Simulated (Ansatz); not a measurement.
Interaction energy ladder

The pair of F2 (SMILES FF, atoms 1–2) and GeH4 (SMILES [GeH4], atoms 3–7), both closed shells, in one local arrangement (a lower one may exist), relaxed at PBE0-D4/def2-TZVP:

F1  (0.529, 0.276, -2.462)
F2  (-0.701, -0.262, -2.762)
Ge3  (0.034, -0.003, 1.044)
H4  (-0.171, -0.124, 2.560)
H5  (-1.047, 0.911, 0.454)
H6  (-0.064, -1.393, 0.403)
H7  (1.420, 0.594, 0.763)
(Å)

Ansatz 0.2.0; basis: def2-TZVPPD, with def2-QZVPPD for the basis limit; cores frozen in the correlated methods. Filled d shells of the heavier atoms are correlated. The def2 sets are not built for correlating such inner shells, so the correlated values are less sure here. B3LYP uses VWN-RPA correlation. Extrapolation: Hartree–Fock as exp(−7.88 √X), correlation as X^−2.97. Interaction energies count from these two fragments, frozen as in the pair, with the counterpoise correction; negative means bound.

(1) What is the interaction energy by CCSD(T) at an estimated basis limit (MP2 extrapolated from triple and quadruple zeta, plus CCSD(T) − MP2 in triple zeta)? (An estimate is asked for; the value comes from the calculation.)

The T1 diagnostic stays at or below 0.013. The restricted Hartree–Fock reference is unstable towards an unrestricted one at one or more of these structures.

Answers

(1) By the calculation: -2.3 kJ/mol. Hartree–Fock alone gives 1.5 kJ/mol at the basis limit, so without correlation the pair would not bind at this distance. It counts from the two fragments frozen as in the pair.

The same quantity by other methods in triple zeta, and each one's difference from that estimate:
| method | E_int (kJ/mol) | difference |
| --- | --- | --- |
| PBE-D4 | -2.3 | -0.1 |
| revPBE-D4 | -0.1 | 2.1 |
| BLYP-D4 | -0.1 | 2.2 |
| r2SCAN-D4 | -2.7 | -0.4 |
| B97M-V | -2.3 | -0.1 |
| PBE0-D4 | -1.9 | 0.3 |
| B3LYP-D4 | -0.9 | 1.3 |
| HSE06-D4 | -2.0 | 0.3 |
| wB97X-V | -2.8 | -0.5 |
| wB97M-V | -2.7 | -0.4 |
| B2PLYP | -0.1 | 2.2 |
| HF | 1.5 | 3.7 |
| MP2 | -1.7 | 0.5 |
| CCSD | -1.3 | 0.9 |
| CCSD(T) | -1.8 | 0.4 |
Differences are method less estimate.

Basis-set superposition shift (counterpoise-corrected less uncorrected): CCSD(T) 1.8; MP2 1.8; HF 0.4; PBE0-D4 0.3; wB97M-V 0.3 kJ/mol.

For scale, one of the runs: CCSD(T)/def2-TZVPPD, 202 basis functions, launched by `ansatz run in.yaml --threads 4 --pin off --events-out ev --progress --plain --max-ram 9574MiB`. The run took 110 s on 4 CPU threads of an Arm Neoverse N1 (shared host), with 2.6 GiB of host memory at its peak.
